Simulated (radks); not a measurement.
C2.5+, configuration [He] 2s1.5 (fractional occupations, a model configuration). Calculated with a radial shooting solver on a logarithmic mesh with Libxc functionals: Dirac Kohn-Sham, PBE, spin-unpolarised, spherical densities, finite nucleus; Fermi nuclear charge, rms radius 2.4702 fm.

Unscreened Slater integrals over Kohn-Sham orbitals (eV). Large and small components are both included.

integral          value
F0(2s1/2,2s1/2)  18.639
F0(2s1/2,1s1/2)  26.100
G0(2s1/2,1s1/2)  2.1855
F0(1s1/2,1s1/2)  95.164
